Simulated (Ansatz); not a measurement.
Total energies of F2H2S2Zr, SMILES `[F][Zr]([F])([SH])[SH]`.

Z-matrix (Å, degrees):
```
Zr
F 1 1.888
S 1 2.436 2 111.5
F 1 1.888 2 114.8 3 -119.5
S 1 2.436 2 105.2 3 117.6
H 3 1.348 1 90.7 2 55.7
H 5 1.348 1 90.7 2 -179.2
```

The species carries charge 0 and has multiplicity 1. Correlated methods include outer-core shells of Zr, which these sets cover unevenly. Zr takes the def2 core potential. The geometry is a stationary point of PBE0-D4/def2-TZVP. It is one conformer, not always the lowest. Basis def2-TZVPP, Ansatz 0.2.0.

RPA on PBE orbitals: Hartree–Fock energy of these orbitals -1041.93885 Eh, correlation -1.86884 Eh (frozen core).

| functional | energy without D4 (Eh) | D4 term (kJ/mol) |
| --- | --- | --- |
| BHLYP | -1044.54835 | -28.6 |
| PBE-QIDH | -1043.98752 | – |

Q: Give the same for LDA (SPW92), PBE, revPBE, BLYP, r2SCAN, B97M-V, PBE0, B3LYP, r2SCANh, r2SCAN0, HSE06 (plane-wave form), CAM-B3LYP, LC-ωPBE, ωB97X-V, ωB97M-V, B2PLYP. (Best estimate.)

A: The calculation gave: 
| functional | energy without D4 (Eh) | D4 term (kJ/mol) |
| --- | --- | --- |
| LDA (SPW92) | -1040.60226 | – |
| PBE | -1044.20973 | -18.6 |
| revPBE | -1044.55105 | -41.2 |
| BLYP | -1044.68262 | -38.1 |
| r2SCAN | -1044.61790 | -4.5 |
| B97M-V | -1044.46296 | – |
| PBE0 | -1044.24001 | -16.2 |
| B3LYP | -1044.77590 | -30.2 |
| r2SCANh | -1044.58406 | -4.9 |
| r2SCAN0 | -1044.53540 | -5.5 |
| HSE06 (plane-wave form) | -1044.21623 | -15.5 |
| CAM-B3LYP | -1044.65889 | -17.1 |
| LC-ωPBE | -1044.39702 | – |
| ωB97X-V | -1044.49978 | – |
| ωB97M-V | -1044.54444 | – |
| B2PLYP | -1044.28235 | – |

B3LYP takes the VWN-RPA correlation (the form of Gaussian; ORCA's B3LYP/G). HSE06 is the plane-wave form, built on full-range PBE exchange. The double hybrids freeze the cores in their second-order part.

LC-ωPBE has ω = 0.4 bohr⁻¹.
